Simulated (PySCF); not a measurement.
## SMILES C1/C=C(\C#C)CCCCC1, C10H14

Molfile (atoms numbered from 1):
```
C10H14
     RDKit          3D

 24 24  0  0  0  0  0  0  0  0999 V2000
    2.9115    1.9893   -2.0003 C   0  0  0  0  0  0  0  0  0  0  0  0
    2.3312    1.7550   -0.9583 C   0  0  0  0  0  0  0  0  0  0  0  0
    1.6452    1.5492    0.2773 C   0  0  0  0  0  0  0  0  0  0  0  0
    1.6222    0.3482    0.8933 C   0  0  0  0  0  0  0  0  0  0  0  0
    1.8371   -0.9341    0.1817 C   0  0  0  0  0  0  0  0  0  0  0  0
    0.4305   -1.3561   -0.3130 C   0  0  0  0  0  0  0  0  0  0  0  0
   -0.3863   -0.2590   -1.0182 C   0  0  0  0  0  0  0  0  0  0  0  0
   -1.1225    0.7888   -0.1383 C   0  0  0  0  0  0  0  0  0  0  0  0
   -0.6450    2.2507   -0.1790 C   0  0  0  0  0  0  0  0  0  0  0  0
    0.6111    2.5694    0.6591 C   0  0  0  0  0  0  0  0  0  0  0  0
    3.4308    2.1879   -2.9194 H   0  0  0  0  0  0  0  0  0  0  0  0
    1.0756    0.2914    1.8426 H   0  0  0  0  0  0  0  0  0  0  0  0
    2.5080   -0.7916   -0.6797 H   0  0  0  0  0  0  0  0  0  0  0  0
    2.2595   -1.7275    0.8184 H   0  0  0  0  0  0  0  0  0  0  0  0
    0.5476   -2.2133   -0.9976 H   0  0  0  0  0  0  0  0  0  0  0  0
   -0.1517   -1.7356    0.5459 H   0  0  0  0  0  0  0  0  0  0  0  0
   -1.1482   -0.7799   -1.6204 H   0  0  0  0  0  0  0  0  0  0  0  0
    0.2564    0.2558   -1.7521 H   0  0  0  0  0  0  0  0  0  0  0  0
   -1.1478    0.4432    0.9105 H   0  0  0  0  0  0  0  0  0  0  0  0
   -2.1790    0.8020   -0.4523 H   0  0  0  0  0  0  0  0  0  0  0  0
   -0.4512    2.5338   -1.2283 H   0  0  0  0  0  0  0  0  0  0  0  0
   -1.4664    2.9028    0.1636 H   0  0  0  0  0  0  0  0  0  0  0  0
    0.9376    3.6050    0.4784 H   0  0  0  0  0  0  0  0  0  0  0  0
    0.3745    2.4690    1.7310 H   0  0  0  0  0  0  0  0  0  0  0  0
  1  2  3  0
  2  3  1  0
  3  4  2  0
  4  5  1  0
  5  6  1  0
  6  7  1  0
  7  8  1  0
  8  9  1  0
  9 10  1  0
 10  3  1  0
  1 11  1  0
  4 12  1  0
  5 13  1  0
  5 14  1  0
  6 15  1  0
  6 16  1  0
  7 17  1  0
  7 18  1  0
  8 19  1  0
  8 20  1  0
  9 21  1  0
  9 22  1  0
 10 23  1  0
 10 24  1  0
M  END
```

Computed, not measured: TDDFT CAM-B3LYP/def2-SVPD circular dichroism and optical rotation, one conformer, gas phase (PySCF 2.14.0). Geometry: PBE0-D3(BJ)/def2-SVP.

States above about 7.7 eV (minus the energy of the highest occupied orbital) lie near or above the ionisation threshold and depend on the basis. No stereocentre is labelled: unless the shape is locked (an allene, a helicene, a hindered biaryl), the mirror image is equally populated and a measured rotation or CD is zero.

(1) Draw the ECD and absorption spectra from the lowest 12 states, each a Gaussian of half-width 0.25 eV at 1/e height.

Answers

(1) 
```csv
E (eV),λ (nm),Δε (L mol⁻¹ cm⁻¹),ε (L mol⁻¹ cm⁻¹)
4.67,265,+0.38,263
4.82,257,+2.95,2030
4.97,249,+10.98,7590
5.12,242,+19.45,13800
5.27,235,+14.57,12400
5.42,229,+0.02,5630
5.57,223,-7.04,1500
5.72,217,-4.09,362
5.87,211,+0.21,150
6.02,206,+1.59,112
6.17,201,+0.65,84
6.32,196,-1.27,219
6.47,192,-0.91,1010
6.62,187,+8.63,3040
6.77,183,+17.67,5640
6.92,179,-2.29,7040
7.07,175,-47.75,7290
7.22,172,-68.64,6170
7.37,168,-50.08,3930
7.52,165,-36.64,3000
```
Δε uses R in velocity form, ε uses f in length form. Only the states computed contribute, so the short-wavelength end is incomplete.
